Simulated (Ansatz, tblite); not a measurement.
Removing and adding an electron: Si₇Au. Charge 0, multiplicity 2. Geometry: PBE0-D4/def2-SVP. Ansatz, gas phase; energy differences of separate SCF runs; the oxidised species is a singlet (the triplet lies 1.15 eV higher at PBE0-D4/def2-TZVP); the reduced species is a triplet (the singlet lies 0.06 eV higher at PBE0-D4/def2-TZVP).

```csv
atom,x (Å),y (Å),z (Å)
Au1,1.4944,1.5030,0.5580
Si2,0.8460,-1.1336,-1.9449
Si3,-1.0488,-0.8823,-0.3741
Si4,-0.7234,0.7415,1.4813
Si5,-2.1227,1.2402,-0.4220
Si6,-0.1464,-1.5456,1.8351
Si7,1.6535,-0.9844,0.3277
Si8,0.0473,1.0612,-1.4611
```

In the def2 sets Au takes a core potential; there is no spin–orbit coupling. The xTB rows come from tblite. No other spin state of charge 0 was run. At PBE0-D4/def2-TZVP a singlet of charge -1 lies 0.23 eV below the triplet, each at its own geometry. The structure comes from a short search, and lower isomers may exist.

```tsv
level	−HOMO (eV)	vertical IE (eV)	−LUMO (eV)	vertical EA (eV)	HOMO–LUMO gap (eV)	IE − EA (eV)
GFN1-xTB	–	10.67	–	–	–	–
GFN2-xTB	–	7.83	–	3.24	–	4.60
PBE-D4/def2-TZVP	4.51	6.60	4.07	2.11	0.43	4.49
PBE0-D4/def2-TZVP	5.25	6.70	3.52	2.18	1.73	4.52
CAM-B3LYP-D4/def2-TZVP	6.11	6.64	2.54	2.09	3.57	4.55
```

   HOMO and LUMO are the levels of the spin that leaves or enters (xTB has no such levels and no spin-polarisation term). Other spin states of the ions may lie lower, which would lower the ionisation energy or raise the affinity. Raw xTB energy differences between charge states are shifted by several eV; the methods need an empirical correction for them. Sets without diffuse functions give affinities that are too small.
